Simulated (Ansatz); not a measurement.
`FBC[SiH3]` + `[AlH2][SiH3]` → `[AlH2][SiH2]BC[SiH3]` + H–F  (formal exchange of groups at a B–F bond)

Isolated molecules relaxed with PBE0-D4/def2-TZVP in Ansatz; ΔE leaves out vibrations. CBS: MP2 limit from def2 TZ/QZ plus the TZ coupled-cluster correction, frozen cores. This one scheme is used for every species. DFT in def2-TZVPP. Each species was taken in one conformer, which may not be the lowest.

`FBC[SiH3]`:

Cartesian coordinates in Å:
```
F 1.156 2.068 0.647
B 0.059 1.544 0.113
C 0.154 0.251 -0.724
Si -0.165 -1.266 0.354
H -0.974 2.106 0.356
H -0.615 0.221 -1.502
H 1.142 0.115 -1.174
H -1.509 -1.181 0.983
H 0.858 -1.364 1.427
H -0.106 -2.494 -0.481
```

`[AlH2][SiH3]`:

```xyz
7

Al    1.166   -0.664    0.428
Si   -0.861    0.514   -0.307
H     2.281    0.063    1.294
H     1.373   -2.189    0.032
H    -0.965    0.500   -1.796
H    -2.083   -0.162    0.217
H    -0.911    1.937    0.132
```

`[AlH2][SiH2]BC[SiH3]`:

```xyz
15

Al    0.575   -3.234    0.501
Si   -0.579   -1.149    1.109
B    -0.527   -0.102   -0.589
C     0.567    0.931   -0.897
Si   -0.141    2.592   -0.311
H    -0.229   -4.541    0.092
H     2.164   -3.268    0.464
H    -1.956   -1.459    1.591
H     0.189   -0.502    2.217
H    -1.382   -0.303   -1.409
H     0.782    1.078   -1.960
H     1.499    0.826   -0.332
H    -0.305    2.596    1.164
H     0.803    3.674   -0.698
H    -1.459    2.860   -0.942
```

H–F:

Z-matrix (Å, degrees):
```
F
H 1 0.920
```

```
               species  r2SCAN-D4 energy (Eh)
           `FBC[SiH3]`             -455.92212
        `[AlH2][SiH3]`             -534.84840
`[AlH2][SiH2]BC[SiH3]`             -890.26676
                   H–F             -100.44667
```

**Question.** Work out ΔE.

**Answer.** ΔE = (-890.26676) + (-100.44667) − (-455.92212) − (-534.84840) = 0.05709 Eh = +149.9 kJ/mol. CCSD(T)/CBS gives +145.6 kJ/mol.

Largest T1 diagnostic among the species: 0.014.

From PBE to PBE0 (25 % exact exchange), in def2-TZVPP and without D4, ΔE moves by +4.2 kJ/mol. The D4 term adds −13.7 kJ/mol with B3LYP and −7.9 kJ/mol with PBE0; it sums over pairs of atoms, weighted by their polarisabilities, and B3LYP, whose exchange is more repulsive, gets the larger term. In def2-TZVPP, CCSD(T) changes the Hartree–Fock value by −40.9 kJ/mol (the triples alone add −5.9 kJ/mol) and MP2 by −41.9 kJ/mol.

B3LYP here is the variant with VWN-RPA as its local correlation; programs differ in this.
